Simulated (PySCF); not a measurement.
Mg(Me)2 (C₂H₆Mg), SMILES [CH3][Mg][CH3].

The structure is a stationary point at TPSSh-D3(BJ)/def2-TZVP. The isomer is the one that the SMILES or the coordinates give; other isomers of the formula were not compared.

Calculation: TDA-LC-ωPBE/def2-SVPD (PySCF 2.14.0).

Vertical excitations; the highest root listed may be one member of a degenerate set. Isolated molecule, no solvent. State labels are in the subgroup C2.

| state | symmetry | energy (eV) | λ (nm) | f | main pairs |
|---|---|---|---|---|---|
| S1 | B | 5.81 | 213 | 0.000 | HOMO→LUMO+1, HOMO→LUMO+4 (degenerate set) |
| S2 | A | 5.81 | 213 | 0.000 | HOMO→LUMO, HOMO→LUMO+5 (degenerate set) |
| S3 | B | 6.04 | 205 | 0.384 | HOMO→LUMO+2 89 % |
| S4 | A | 6.74 | 184 | 0.000 | HOMO−1→LUMO+2 52 %, HOMO→LUMO+3 40 % |
| S5 | A | 7.36 | 168 | 0.204 | HOMO−1→LUMO+1, HOMO−1→LUMO+4 (degenerate set) |
| S6 | B | 7.36 | 168 | 0.204 | HOMO−1→LUMO, HOMO−1→LUMO+5 (degenerate set) |
| S7 | A | 7.77 | 160 | 0.000 | HOMO→LUMO+3 50 %, HOMO−1→LUMO+2 41 % |
| S8 | B | 8.03 | 154 | 0.000 | HOMO→LUMO+4, HOMO→LUMO+1 (degenerate set) |
| S9 | A | 8.03 | 154 | 0.000 | HOMO→LUMO+5, HOMO→LUMO (degenerate set) |
| S10 | B | 8.54 | 145 | 0.015 | HOMO−1→LUMO+3 63 %, HOMO→LUMO+7 21 % |
| T1 | B | 4.96 | 250 | 0 | HOMO→LUMO+2 81 % |
| T2 | B | 5.57 | 223 | 0 | HOMO→LUMO+1, HOMO→LUMO+4 (degenerate set) |
| T3 | A | 5.57 | 223 | 0 | HOMO→LUMO, HOMO→LUMO+5 (degenerate set) |
| T4 | A | 6.00 | 207 | 0 | HOMO−1→LUMO+2 68 %, HOMO→LUMO+3 13 % |
Triplets are in the Tamm–Dancoff approximation.
